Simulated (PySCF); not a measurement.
**How methods differ on the ionisation energy of Lu(62+)**

Lu(62+) [He] 2s2 2p5 [2p1/2^2 2p3/2^3, M_J = 3/2] → Lu(63+) [He] 2s2 2p4 [2p1/2^2 2p3/2^2, M_J = 2], as a difference of total energies. Computed with PySCF 2.14 in an uncontracted even-tempered set (17 s from 45 bohr⁻², ratio 2.4; 13 p from 59 bohr⁻², ratio 2.4; 5 d from 200 bohr⁻², ratio 2.6; 4 f from 300 bohr⁻², ratio 2.6), with the two-component X2C-1e Hamiltonian. Correlated levels: nothing frozen; the 30 highest virtual spinors dropped. "Screened" scales the spin-orbit matrix elements by Boettger's factors to mimic the two-electron term; Breit and QED terms are absent.

```json
{"method": "GHF (spin-free)", "ionisation energy (eV)": "14890.7"}
{"method": "GMP2 (spin-free)", "ionisation energy (eV)": "14892.4"}
{"method": "GHF (screened spin-orbit)", "ionisation energy (eV)": "14557.6"}
{"method": "GMP2 (screened spin-orbit)", "ionisation energy (eV)": "14559.3"}
```

For this ion Breit and QED terms and the two-electron picture change, all absent here, outweigh the correlation shift from GHF to GMP2.

The spin-free rows relax to the high-spin LS determinant and lack the spin-orbit shift.

The labels give the starting determinants; with spin-orbit coupling the two ends relaxed to ⟨J²⟩ = 3.75, ⟨L²⟩ = 2.02, ⟨S²⟩ = 0.77 and ⟨J²⟩ = 6.00, ⟨L²⟩ = 3.29, ⟨S²⟩ = 1.38.

For comparison: 14542 ± 15 eV (theoretical estimate listed by NIST; NIST Atomic Spectra Database, ionization energies).
